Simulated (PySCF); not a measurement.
Write a Z-matrix for `c1coc(-c2ccco2)c1` as optimised with PBE0-D3(BJ)/def2-SVP.

Z-matrix in Å and degrees, rows numbered from 1:
```
C 
C   1  1.3637
O   2  1.3495  1  110.41
C   3  1.3517  2  107.56  1    -0.03
C   4  1.4377  3  117.12  2  -179.94
C   5  1.3715  4  132.78  3    -0.02
C   6  1.4271  5  105.86  4  -179.96
C   7  1.3637  6  106.07  5     0.01
O   8  1.3496  7  110.41  6    -0.02
C   4  1.3716  3  110.11  2     0.03
H   1  1.0876  2  126.52  3   179.99
H   2  1.0864  1  133.47  3  -179.93
H   6  1.0867  5  125.95  4     0.07
H   7  1.0876  6  127.41  5   179.98
H   8  1.0865  7  133.47  6   179.91
H  10  1.0868  1  128.20  2  -179.98
```

The 7 C–C bonds span 1.364 Å (C1–C2, aromatic) to 1.438 Å (C4–C5, drawn single), a spread of 0.074 Å. All 4 C–O bonds measure 1.350 to 1.352 Å. The 10 heavy atoms lie in one plane (0.000 Å rms). The 5-membered ring C5–C6–C7–C8–O9 has internal angles of 105.9° to 110.4°; it is planar, 0.00 Å rms from its mean plane, widest ring torsion 0°.

Method used: PySCF 2.14.0, PBE0-D3(BJ)/def2-SVP geometry optimisation, gas phase.

Point group: C2h (every atom within 0.08 Å of its image). No PBE0-D3(BJ)/def2-SVP frequencies stand behind this structure, so it isn't proved a minimum. One conformer, not necessarily the lowest (O3–C4–C5–C6 0°).
